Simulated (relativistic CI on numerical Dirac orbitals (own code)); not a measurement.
# Radial parameters of V⁴⁺

Calculated at this level of theory: Dirac-Coulomb-Breit CI, KLI orbitals optimised for each configuration, a model potential for QED, valence Slater integrals scaled by 0.85, P86 correlation energy added to each configuration (own radial code, finite nucleus).

Slater integrals F^k, G^k are unscaled and averaged over j, outside the closed core [Ne]; ζ comes from projecting the Hamiltonian with its Breit term on Σ l·s of the shell.

- 3s2.3p6.3d: ζ(3d) = 234.92 cm⁻¹; <r>(3d) = 1.078, <r^2>(3d) = 1.409 (bohr units).
- 3s2.3p5.3d2: ζ(3p) = 4624.5, F^2(3d,3d) = 89835, F^4(3d,3d) = 56658, F^2(3p,3d) = 94666, G^1(3p,3d) = 117030, G^3(3p,3d) = 71924, ζ(3d) = 229.02 cm⁻¹; <r>(3p) = 0.969, <r^2>(3p) = 1.093, <r>(3d) = 1.073, <r^2>(3d) = 1.397 (bohr units).
- 3s2.3p6.4p: ζ(4p) = 804.31 cm⁻¹; <r>(4p) = 2.506, <r^2>(4p) = 7.065 (bohr units).

(1) Give the Racah parameters of the d shell in 3s2.3p5.3d2.

In this model ζ of a weakly bound d, f or g electron outside closed shells comes out too small, for d by up to a factor of two or three and at times with the wrong sign; that of an outer p electron is too small as well.

Averages of the first 10 configurations, taken without configuration mixing, which lowers the lowest level and can move excited configurations by several eV; other configurations of the list can lie among them:

```tsv
Configuration	Parity	States	Average energy above the lowest level (eV)
3s2.3p6.3d	even	10	0.1
3s2.3p6.4s	even	2	19.1
3s2.3p5.3d2	odd	270	42.3
3s2.3p6.4p	odd	6	26.3
3s2.3p6.4d	even	10	37.0
3s2.3p6.5s	even	2	41.0
3s2.3p6.4f	odd	14	44.1
3s2.3p6.5p	odd	6	43.9
3s.3p6.3d2	even	90	75.3
3s2.3p6.5d	even	10	48.5
```

Results:

(1) B = F²/49 − 5F⁴/441 = 1191 cm⁻¹ and C = 35F⁴/441 = 4497 cm⁻¹; values fitted to spectra at such low charge are typically 15 to 30 % smaller.
